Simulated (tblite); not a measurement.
Species: C2H7FOSi2.
SMILES with atom numbers: `[F:1][C@@H:2]1[CH2:3][SiH2:4][O:5][SiH2:6]1` (hydrogens: H7 on C2; H8, H9 on C3; H10, H11 on Si4; H12, H13 on Si6)

Geometry (GFN2-xTB, Å), atoms numbered from 1 in this order:
```
atom  x, y, z in Å
F1     1.858   -1.515    0.404
C2     0.926   -0.713   -0.253
C3     0.954    0.705    0.322
Si4   -0.769    1.462    0.020
O5    -1.627    0.065   -0.108
Si6   -0.877   -1.388   -0.124
H7     1.263   -0.699   -1.297
H8     1.130    0.620    1.397
H9     1.786    1.280   -0.085
H10   -1.322    2.180    1.160
H11   -0.888    2.149   -1.262
H12   -1.309   -2.078   -1.331
H13   -1.129   -2.067    1.138
```

Level: GFN2-xTB in tblite, geometry and Hessian alike; calculated harmonic values, unscaled, isolated species. The method is semi-empirical: single wavenumbers can be off by several per cent or more. Modes of hydrogen on silicon can be 10 to 20 % off. One conformer, not necessarily the lowest.

Harmonic wavenumbers (cm⁻¹): 86.0, 126.5, 266.5, 347.0, 365.7, 372.6, 473.3, 511.5, 562.3, 581.4, 628.6, 645.7, 650.2, 742.8, 765.3, 773.5, 787.8, 808.8, 935.5, 999.8, 1040.5, 1075.1, 1215.4, 1246.1, 1295.8, 1477.2, 2292.3, 2319.1, 2326.8, 2336.5, 2897.0, 2970.7, 2993.3.

A = 3544, B = 2043, C = 1383 MHz; mass 122.002 u (most abundant isotopes); point group C1, symmetry number 1.

Zero-point energy?

Half the sum of the wavenumbers: 18458 cm⁻¹ = 220.81 kJ/mol.

Give the ideal-gas entropy at 400 K and 1 bar in the rigid-rotor, harmonic-oscillator model (classical rotation).

Translation 174.88, rotation 120.25, vibration 103.83: S = 399.0 J/(mol K).

And Cp and H(400 K) − H(0)?

Cp = 162.40 J/(mol K), of which vibrations give 129.14 (their classical limit is 33 R = 274.4); H(400 K) − H(0) = 37.55 kJ/mol without the zero-point energy, 24.25 from vibrations.

Blend soft modes into free rotors: weight 1/[1 + (100 cm⁻¹/ν̃)⁴] for the oscillator and the rest for a rotor with moment μB/(μ + B), μ = h/(8π²ν), B = 10⁻⁴⁴ kg m². What vibrational entropy results?

100.31 J/(mol K) in place of 103.83, which changes −T·S at 400 K by +1.41 kJ/mol.

What must be added to the electronic energy to get the Gibbs energy at 400 K and 1 bar?

ZPE + [H(400 K) − H(0)] − T·S = 220.81 + 37.55 − 159.58 = 98.78 kJ/mol.

How do the functions run with temperature in this model?

```json
{"T (K)": "100", "S (J/(mol K))": "262.4", "Cp (J/(mol K))": "54.8", "H − H(0) (kJ/mol)": "4.20", "G − H(0) (kJ/mol)": "-22.04", "ln q(vib)": "0.56"}
{"T (K)": "200", "S (J/(mol K))": "311.4", "Cp (J/(mol K))": "92.9", "H − H(0) (kJ/mol)": "11.49", "G − H(0) (kJ/mol)": "-50.80", "ln q(vib)": "1.82"}
{"T (K)": "300", "S (J/(mol K))": "356.7", "Cp (J/(mol K))": "131.7", "H − H(0) (kJ/mol)": "22.77", "G − H(0) (kJ/mol)": "-84.22", "ln q(vib)": "3.42"}
{"T (K)": "500", "S (J/(mol K))": "437.8", "Cp (J/(mol K))": "185.6", "H − H(0) (kJ/mol)": "55.01", "G − H(0) (kJ/mol)": "-163.90", "ln q(vib)": "7.04"}
{"T (K)": "800", "S (J/(mol K))": "535.8", "Cp (J/(mol K))": "230.2", "H − H(0) (kJ/mol)": "118.07", "G − H(0) (kJ/mol)": "-310.56", "ln q(vib)": "12.42"}
{"T (K)": "1000", "S (J/(mol K))": "589.2", "Cp (J/(mol K))": "248.5", "H − H(0) (kJ/mol)": "166.05", "G − H(0) (kJ/mol)": "-423.20", "ln q(vib)": "15.74"}
```

q(vib) and H(0) count from the zero-point level.

Hindered rotation and anharmonicity are outside this model. Other conformers, if any are populated, would add a mixing term that is left out. The structure is chiral; the term R ln 2 for an equal mix with its mirror image is left out.
